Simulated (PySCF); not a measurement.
**r2SCAN on Tc⁻ (technetium, charge -1)**

Configuration: [Kr] 4d6 5s2, high-spin 5D determinant. Computed with PySCF 2.14 in aug-cc-pVTZ-DK (9s8p6d3f2g, 102 functions), with the spin-free X2C one-electron Hamiltonian (Gaussian nucleus).

```json
{"Total energy": "-4285.19 hartree", "One-electron energy": "-5917.08 hartree", "Hartree (Coulomb) energy": "1761.77 hartree", "Exchange-correlation energy": "-129.89 hartree", "⟨S²⟩": "6.1392", "⟨L²⟩": "6.084", "Sum of ⟨r⟩": "37.79 bohr", "Sum of ⟨r²⟩": "92.98 bohr²", "Traceless quadrupole moment −½Σ⟨3z² − r²⟩ along its main axis": "2.48 e·bohr²", "Langevin diamagnetic susceptibility": "-73.6 ×10⁻⁶ cm³/mol", "Time after the integrals": "about 10 core-seconds"}
```

| shell | electrons | mean orbital energy (hartree) | spread (hartree) | rms radius, mean of both spins (bohr) |
| --- | --- | --- | --- | --- |
| 1s β | 1 | -767.00290 | 0 | 0.0394 |
| 1s α | 1 | -767.00240 | 0 | 0.0394 |
| 2s α | 1 | -109.66795 | 0 | 0.162 |
| 2s β | 1 | -109.64458 | 0 | 0.162 |
| 2p α | 3 | -98.06292 | 0.00696 | 0.144 |
| 2p β | 3 | -98.04599 | 0.00262 | 0.144 |
| 3s α | 1 | -19.04614 | 0 | 0.443 |
| 3s β | 1 | -19.03819 | 0 | 0.443 |
| 3p α | 3 | -15.19556 | 0.01323 | 0.448 |
| 3p β | 3 | -15.18515 | 0.01135 | 0.448 |
| 3d α | 5 | -8.97188 | 0.01608 | 0.437 |
| 3d β | 5 | -8.95234 | 0.01262 | 0.437 |
| 4s α | 1 | -2.50199 | 0 | 1.13 |
| 4s β | 1 | -2.38849 | 0 | 1.13 |
| 4p α | 3 | -1.45659 | 0.03829 | 1.27 |
| 4p β | 3 | -1.33082 | 0.00877 | 1.27 |
| 4d α | 5 | -0.01795 | 0.05179 | 2.19 |
| 5s α | 1 | 0.00183 | 0 | 4.91 |
| 5s β | 1 | 0.03453 | 0 | 4.91 |
| 4d β | 1 | 0.06987 | 0 | 2.19 |

⟨S²⟩ = 6.14 against 6.00 shows spin contamination. At r2SCAN the highest occupied level has a positive energy, so only the finite basis holds that electron; in a semilocal or global hybrid functional this comes from self-interaction and does not mean that the real anion is unbound.

Densities and radii are taken from the X2C orbitals without a picture-change correction, which distorts them close to the nucleus.
